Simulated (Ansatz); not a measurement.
Ga₂Cl₃, relaxed as a doublet with UKS r2SCAN-D4/def2-SVP in Ansatz, starting from the GFN1-xTB geometry. Force threshold 0.02 eV/Å.

The structure comes from a short search, and lower isomers may exist.

Start:

| atom | x (Å) | y (Å) | z (Å) |
| --- | --- | --- | --- |
| Ga1 | 0.004 | 0.845 | -1.420 |
| Ga2 | 0.040 | -0.566 | 0.681 |
| Cl3 | 1.822 | 2.165 | -1.721 |
| Cl4 | -0.444 | -2.710 | 0.310 |
| Cl5 | -1.422 | 0.265 | 2.149 |

(1) Estimate the energy that the relaxation releases and the steps that it takes.

(2) Does the start keep its bonding and symmetry?

(3) Predict the relaxed structure.

Results:

(1) 0.27 eV, in 9 steps; 34 s on 4 threads of Arm Neoverse V1 on a shared host. The force fell under the threshold at step 8, but the optimiser went on. No frequencies were taken in this run, so the end may be a saddle point.

(2) By distances, no bond broke or formed. The bond that changes most is Ga1–Cl3, from 2.27 to 2.17 Å (atoms count from 1).

(3) 
```xyz
5

Ga    0.002    0.995   -1.450
Ga   -0.323   -0.518    0.546
Cl    1.910    1.993   -1.728
Cl   -0.206   -2.666    0.346
Cl   -1.384    0.196    2.287
```
Bond lengths (bridged metal pairs left out): 3 × Cl–Ga 2.16 to 2.17 Å; 1 × Ga–Ga 2.53 Å.
